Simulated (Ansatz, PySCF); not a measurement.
C3H7ClSi, SMILES C=C(Cl)[SiH2]C.

Geometry: B3LYP-D3(BJ)/def2-SVP. The values are those of a single conformer.

Vertical ionisation energy (IE) and electron affinity (EA) in eV. Rows of orbital energies are one-electron estimates. Where ΔSCF, EOM or ADC give a negative EA the extra electron is unbound and the value depends on the basis.

```json
[
 {"level": "−ε(HOMO), −ε(LUMO), ωB97X/def2-TZVP (PySCF)", "IE": "9.90", "EA": "-1.46"},
 {"level": "−ε(HOMO), −ε(LUMO), PBE/def2-TZVP (PySCF)", "IE": "6.41", "EA": "1.66"},
 {"level": "ΔSCF, PBE0/def2-TZVPD (Ansatz), final states of multiplicity 2 and 2", "IE": "9.57", "EA": "-0.78"},
 {"level": "ΔSCF, PBE/def2-TZVPD (Ansatz), final states of multiplicity 2 and 2", "IE": "9.36", "EA": "-0.60"}
]
```

Q: What vertical singlet–triplet gap does ΔSCF give with PBE0/def2-TZVPD (Ansatz, a quantum-chemistry and plane-wave program) and with PBE/def2-TZVPD (Ansatz)? (An estimate is asked for; the answer gives what the named calculation found.)

A: 3.85 and 3.93 eV (triplet above singlet where positive).
